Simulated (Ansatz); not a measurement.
Cost and result up the ladder for the cluster Si₄O₉H₂ (the lowest singlet isomer of a short search) (15 atoms). Charge 0, multiplicity 1. Geometry: PBE-D4/def2-SVP.

```xyz
15

Si    1.084   -0.371    1.748
Si    0.485    1.637    0.089
Si    0.381   -0.455   -1.417
Si   -1.977    0.294   -0.002
O    -0.578   -0.136    2.221
O     2.132   -0.985    2.703
O     0.894    1.212   -1.448
O    -1.645   -0.661    1.355
O     0.916   -1.324   -2.684
O    -1.288   -0.381   -1.388
O     0.883   -0.873    0.103
O     1.452    1.419    1.342
O    -1.142    1.786    0.226
H    -3.427    0.496   -0.205
H     1.830   -1.658   -2.644
```

Ansatz on 6 threads of Intel Xeon on a shared host. Times are rough, and most runs start from the orbitals of an earlier one. PBE0-D4/def2-TZVP serves as the yardstick here, not as an exact answer. Differences are given only for rows in sets of like size (and for xTB, whose basis is part of the method), since another set adds its own error. Binding counts from free atoms at the same level (Si triplet, O triplet, H doublet; other spins of the atoms weren't run), without zero-point energy or a counterpoise term.

Correlated methods freeze 29 core orbitals. The rows differ in basis, and correlated rows in double-zeta sets carry the largest basis error. The structure holds one bond between oxygen atoms, so isomers without such links may lie far lower. The structure comes from a short search, and lower isomers may exist.

Correlated methods converge slowly with the basis, most of all in double-zeta sets.

```
                         level  functions  wall time  binding energy per atom (eV)  difference from PBE0-D4/def2-TZVP (eV)
                     HF/STO-3G         83      1.5 s                          2.30                                       –
               PBE-D4/def2-SVP        208      7.6 s                          4.96                                       –
              PBE0-D4/def2-SVP        208      9.5 s                          4.70                                       –
                  MP2/def2-SVP        208       10 s                          4.61                                       –
PBE-D4/def2-TZVP (with forces)        439       16 s                          5.04                                    0.22
           r2SCAN-D4/def2-TZVP        439       22 s                          4.93                                    0.12
            BHLYP-D4/def2-TZVP        439       37 s                          4.55                                   -0.26
             PBE0-D4/def2-TZVP        439       40 s                          4.82                                    0.00
```
